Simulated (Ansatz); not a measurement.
Ansatz (a program for electronic structure) input (HSE06/def2-TZVPD):

Ansatz 0.2 input:
```yaml
crystal:
  periodic: [false, false, false]
  atoms:
    - {symbol: C, position_ang: [-4.06834804, 0.65157986, -0.47401430]}
    - {symbol: C, position_ang: [-2.72132167, 0.88129974, 0.10542102]}
    - {symbol: C, position_ang: [-1.67423941, -0.16185244, -0.34448496]}
    - {symbol: C, position_ang: [-0.29639296, 0.09092053, 0.26564421]}
    - {symbol: C, position_ang: [0.73404759, -0.93779505, -0.18413080]}
    - {symbol: S, position_ang: [2.39172748, -0.73770259, 0.53930354]}
    - {symbol: C, position_ang: [2.93431776, 0.78024873, -0.28979660]}
    - {symbol: H, position_ang: [-4.33456915, 1.05582530, -1.44136018]}
    - {symbol: H, position_ang: [-4.75949498, -0.04171467, -0.01367984]}
    - {symbol: H, position_ang: [-2.35442827, 1.87417878, -0.17437676]}
    - {symbol: H, position_ang: [-2.77215046, 0.86011952, 1.19904782]}
    - {symbol: H, position_ang: [-1.60519927, -0.15045515, -1.43640218]}
    - {symbol: H, position_ang: [-2.02366300, -1.16119681, -0.06800314]}
    - {symbol: H, position_ang: [0.03893320, 1.09462323, -0.00994453]}
    - {symbol: H, position_ang: [-0.36250868, 0.07520695, 1.35669329]}
    - {symbol: H, position_ang: [0.82924186, -0.94375644, -1.27305194]}
    - {symbol: H, position_ang: [0.42312763, -1.94092224, 0.11516013]}
    - {symbol: H, position_ang: [3.96789154, 0.94880258, 0.00914249]}
    - {symbol: H, position_ang: [2.33995946, 1.64235783, 0.00966129]}
    - {symbol: H, position_ang: [2.89684065, 0.66376408, -1.37357480]}
basis:
  gaussian:
    orbitals: def2-TZVPD
hamiltonian:
  xc: {name: HSE06}
magnetization: {spin_polarized: true, initial_magnetization: 1}
output: {forces: true}
```

Output:

```
Functional definition: HSE06
integrals: 0.68 GiB planned
2022 factors; their error is unknown
integrals: 0.72 GiB planned
284 factors; integrals over basis functions are off by at most 5.4e-7 eV
0.52 GiB of the device are held for the grids
3.81 GiB of device memory are held for the factors and their scratch space
mean field: 4.26 GiB planned
mean field evaluation 1: about -17227.1307 eV, gradient 7.1e1 eV
mean field evaluation 2: about -16789.3001 eV, gradient 2.0e2 eV
mean field evaluation 4: about -17236.9822 eV, gradient 4.6e1 eV
mean field evaluation 8: about -17258.4828 eV, gradient 1.4e0 eV
mean field evaluation 16: about -17258.4735 eV, gradient 2.9e-2 eV
mean field -17258.47353773 eV, -634.2372042981 hartree, gradient 2.9e-5 eV, S^2 0.754997; 0 other end points of the search recorded, 0 dependent functions left out
the calculation of the forces begins
reference -17258.47361404 eV, -634.2372071025 hartree; 33, 32 occupied and 352, 353 virtual orbitals, 2022 factors
Total energy: -17258.47361404 eV, -634.2372071025 hartree
Atom 0 at    -4.068348     0.651580    -0.474014 Å, force     0.146096     0.021537     0.061491 eV/Å
Atom 1 at    -2.721322     0.881300     0.105421 Å, force     0.048367    -0.173280    -0.111760 eV/Å
Atom 2 at    -1.674239    -0.161852    -0.344485 Å, force     0.017185     0.172174     0.133259 eV/Å
Atom 3 at    -0.296393     0.090921     0.265644 Å, force    -0.044345    -0.152251    -0.114487 eV/Å
Atom 4 at     0.734048    -0.937795    -0.184131 Å, force     0.102689     0.187609     0.166057 eV/Å
Atom 5 at     2.391727    -0.737703     0.539304 Å, force    -0.160387     0.213220    -0.240078 eV/Å
Atom 6 at     2.934318     0.780249    -0.289797 Å, force    -0.100393    -0.242838     0.116872 eV/Å
Atom 7 at    -4.334569     1.055825    -1.441360 Å, force    -0.012941     0.023196    -0.050567 eV/Å
Atom 8 at    -4.759495    -0.041715    -0.013680 Å, force    -0.036016    -0.035169     0.026249 eV/Å
Atom 9 at    -2.354428     1.874179    -0.174377 Å, force     0.007533     0.037525    -0.008664 eV/Å
Atom 10 at    -2.772150     0.860120     1.199048 Å, force    -0.007000     0.002373     0.037785 eV/Å
Atom 11 at    -1.605199    -0.150455    -1.436402 Å, force     0.001865     0.001922    -0.050211 eV/Å
Atom 12 at    -2.023663    -1.161197    -0.068003 Å, force    -0.017546    -0.044618     0.014067 eV/Å
Atom 13 at     0.038933     1.094623    -0.009945 Å, force     0.016309     0.051023    -0.016146 eV/Å
Atom 14 at    -0.362509     0.075207     1.356693 Å, force    -0.005546    -0.003962     0.053761 eV/Å
Atom 15 at     0.829242    -0.943756    -1.273052 Å, force     0.020875    -0.005792    -0.052652 eV/Å
Atom 16 at     0.423128    -1.940922     0.115160 Å, force    -0.002539    -0.055939     0.021664 eV/Å
Atom 17 at     3.967892     0.948803     0.009142 Å, force     0.042762    -0.003265     0.019927 eV/Å
Atom 18 at     2.339959     1.642358     0.009661 Å, force    -0.023915     0.029938     0.030603 eV/Å
Atom 19 at     2.896841     0.663764    -1.373575 Å, force     0.006946    -0.023402    -0.037171 eV/Å
Dipole moment:    -0.135253     0.184214    -0.212881 e Å
```

It need not be the lowest isomer of its formula.
